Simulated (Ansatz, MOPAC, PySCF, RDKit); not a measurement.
Noncovalent pair: SiH4 (SMILES [SiH4]) (first 5 atoms) with Si2H6 (SMILES [SiH3][SiH3]); geometry from B3LYP-D3(BJ)/def2-TZVP, rigid monomers moved along the line of their centres of mass till Si1···H11 is 2.91 Å.
(charge 0, multiplicity 1):
```xyz
13

Si    -0.096     0.111    -0.159
H     -0.208    -1.148     0.611
H     -1.448     0.594    -0.516
H      0.686    -0.135    -1.392
H      0.592     1.129     0.665
Si     0.892    -0.869     3.487
Si    -0.795     0.760     3.465
H      0.304    -2.218     3.306
H      1.601    -0.832     4.790
H      1.878    -0.629     2.407
H     -1.640     0.635     2.254
H     -0.202     2.119     3.489
H     -1.664     0.600     4.657
```

Monomers are frozen at their geometry in the pair; levels with a basis set take the counterpoise correction. Rows marked so take none. RDKit's UFF carries no charges.

Frozen-core correlation. Rows in 6-31G*, LANL2DZ carry no dispersion term and start afresh at each structure (6-31G* with six Cartesian d functions). LANL2DZ brings its own core potentials from Na on. The state that PM7 reach isn't checked; PM7 holds dispersion and hydrogen-bond terms.

The values were computed with Ansatz (a program for electronic structure); MOPAC for PM7 (differences of heats of formation); PySCF for 6-31G* rows, LANL2DZ rows, the dispersion terms; RDKit for the force fields. 

| level | interaction energy (kcal/mol) |
|---|---|
| UFF | -0.54 |
| PM7 | 9.24 |
| HF/6-31G* (no counterpoise) | 3.48 |
| r2SCAN-D3(BJ)/def2-TZVPPD | -0.97 |
| B3LYP/LANL2DZ (no counterpoise) | 3.40 |
| wB97M-V/def2-TZVPPD | -1.38 |
| MP2/aug-cc-pV(D+d)Z | -0.07 |
| SCS-MP2/aug-cc-pV(D+d)Z | ___ |
| CCSD(T)/aug-cc-pV(D+d)Z | -0.07 |

### Question
Fill in the missing entries.

### Answer

- SCS-MP2/aug-cc-pV(D+d)Z, interaction energy (kcal/mol): 0.78
